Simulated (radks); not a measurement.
Spherical quantum dot in the effective-mass picture: electrons in a hard-walled sphere of radius 2.5, with a point charge +1 (a donor) at the centre, all in effective atomic units (hartree* = m*/eps^2 hartree, bohr* = eps/m* bohr), one dielectric constant everywhere. Method: non-relativistic Kohn-Sham, LDA (Slater exchange, Perdew-Wang correlation), spin-polarised, spherical densities; computed with a radial shooting solver with Libxc functionals. Levels are named by radial order and angular momentum (1s, 1p, 1d, 2s, ...), and open shells are averaged over m.

N = 2, configuration 1s2. This is the lowest configuration that the search found. Occupied and some empty levels:

level  occupation  eigenvalue (hartree*)  <r> (bohr*)
1s              2                0.78419        1.107
1p              0                 1.8089        1.454
1d              0                 2.8872        1.610
2s              0                 2.9114        1.252

Energy (hartree*): total 0.192399, kinetic 1.7628, external -2.3932, Hartree 1.6218, exchange-correlation -0.79894. Static polarisability (adiabatic kernel): 1.524 bohr*^3.

Electron density:

r (bohr*)  n(r) (e/bohr*^3)
0.111                0.6497
0.236                0.5081
0.362                0.3991
0.488                0.3149
0.613                0.2491
0.739                0.1972
0.865                0.1558
0.990                0.1225
1.12                0.09538
1.24                0.07342
1.37                0.05538
1.49                0.04075
1.62                0.02911
1.74                0.01986
1.87                0.01282
2.00               0.007575
2.12               0.003920
2.25               0.001611
2.37              0.0003731
2.50              6.218e-07
